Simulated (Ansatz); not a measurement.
Consider the formal exchange of groups at the Si–N bond: `[SiH3][SiH2]N[SiH2][SiH3]` + `NCF` → `N[SiH2][SiH3]` + `FCN[SiH2][SiH3]`.

Calculated with Ansatz (gas phase, PBE0-D4/def2-TZVP geometries, no zero-point term in ΔE). CCSD(T)/CBS is the MP2 limit (def2-TZVPP, def2-QZVPP) plus CCSD(T) − MP2 in def2-TZVPP, frozen cores. This one scheme is used for every species. DFT in def2-TZVPP. One conformer a species, not always the lowest.

| level | ΔE (kcal/mol) |
| --- | --- |
| PBE-D4 | 3.6 |
| HF/def2-TZVPP | 3.0 |
| SCS-MP2/def2-QZVPP | 3.6 |
| CCSD/CBS(def2) | 3.7 |

What does CCSD(T)/CBS give? (Best estimate.)

The calculation gave: +3.8 kcal/mol. The listed levels differ from it by -0.2, -0.8, -0.2, -0.1 kcal/mol.

Largest T1 diagnostic among the species: 0.013.

In def2-TZVPP, CCSD(T) changes the Hartree–Fock value by +0.8 kcal/mol (the triples alone add +0.1 kcal/mol) and MP2 by +0.8 kcal/mol. The D4 term adds +1.3 kcal/mol with B3LYP and +0.8 kcal/mol with PBE0; it sums over pairs of atoms, weighted by their polarisabilities, and B3LYP, whose exchange is more repulsive, gets the larger term.

CCSD(T)/CBS has its own doubt, a few kJ/mol and more with outer-core shells, so smaller differences from it don't rank the levels.

B3LYP here is the variant with VWN-RPA as its local correlation; programs differ in this.
